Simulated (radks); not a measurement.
Results of a calculation; reference values are marked as such.
Isoelectronic series with 7 electrons, all held in the configuration [He] 2s2 2p3, which need not be the ground one along the series. Code: a radial shooting solver on a logarithmic mesh with Libxc functionals. Model: scalar-relativistic Kohn-Sham, SCAN, spin-unpolarised, spherical densities, finite nucleus; meta-GGA in the generalised Kohn-Sham scheme; Fermi nuclear charge, rms radius of each element as measured or else 0.836 A^(1/3) + 0.57 fm. Total energies (hartree) and orbital eigenvalues (eV):

\begin{tabular}{lrrr}
ion & E (hartree) & 2p & 2s \\ \hline
N & -54.46459 & -7.1964 & -19.6970 \\
O+ & -74.41060 & -24.6776 & -41.1446 \\
F2+ & -97.63430 & -49.3470 & -69.8208 \\
Ne3+ & -124.13316 & -81.0089 & -105.5137 \\
Mg5+ & -186.96111 & -165.0625 & -197.7107 \\
Al6+ & -223.29861 & -217.4037 & -254.1783 \\
Si7+ & -262.92372 & -276.6073 & -317.5566 \\
P8+ & -305.84363 & -342.6704 & -387.8525 \\
S9+ & -352.06400 & -415.5935 & -465.0773 \\
Cl10+ & -401.59120 & -495.3794 & -549.2453 \\
Ar11+ & -454.43495 & -582.0326 & -640.3734 \\
K12+ & -510.60251 & -675.5592 & -738.4807 \\
Ca13+ & -570.10279 & -775.9666 & -843.5884 \\
\end{tabular}
